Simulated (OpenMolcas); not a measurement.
Os5+ among 4 point charges of -1 e arranged as a tetrahedron (Td).

* Program: OpenMolcas
* Method: SS-CASPT2, IPEA 0.25 Eh, imaginary shift 0.1 Eh (closed shells correlated: 4f 5s 5p)
* Basis: ANO-RCC-VDZP [7s6p4d2f1g]
* Scalar Hamiltonian: DKH2, point nucleus
* Active space: 3 electrons in 5 orbitals (5d)
* State averaging: 2S+1 = 4 even, 10 roots; 2S+1 = 2 even, 40 roots
* Spin-orbit coupling: state interaction with AMFI integrals over the reference wave functions

All point charges move together. At R = 1.89 Å the first state of the same spin is 2080 cm-1, and at R = 2.03 Å it is 1570 cm-1.

A third run gives 2670 cm-1. What distance was it run at?

With a power law R^-n the two known points give n = -ln(1570 / 2080) / ln(2.03 / 1.89) = 3.94. Then R = 1.89 × (2080 / 2670)^(1/3.94) = 1.774 Å. The run was at 1.78 Å, so the estimate is off by -0.006 Å.

Roots that are degenerate in the reference are averaged as groups; the widest CASPT2 spread within a group is 280 cm-1 (the 3-fold group of multiplicity 4 near 2670 cm-1 above the lowest state of its run, R = 1.78). Shifts and gaps below about the spread of the groups concerned are not significant. Point charges give a weaker field than real ligands, and real ions of this kind are as a rule low spin; the high spin found here belongs to the model. Free-ion shares, where given, are those of the reference states; single-state CASPT2 does not remix them. Spin-orbit coupling mixes the spin-free states strongly: the lowest level takes only 48 % from its leading state, 4T1 (figures for R = 1.78; the like holds for R = 1.89, R = 2.03). The ground term spreads over less than 5000 cm-1, several times less than with real ligands, so orbital moments are less quenched and χT lies further from the spin-only value than at real sites (holds for R = 1.89; R = 2.03). Point charges carry no covalency, so the field is a model and not that of real ligands. No measured value stands beside these numbers.
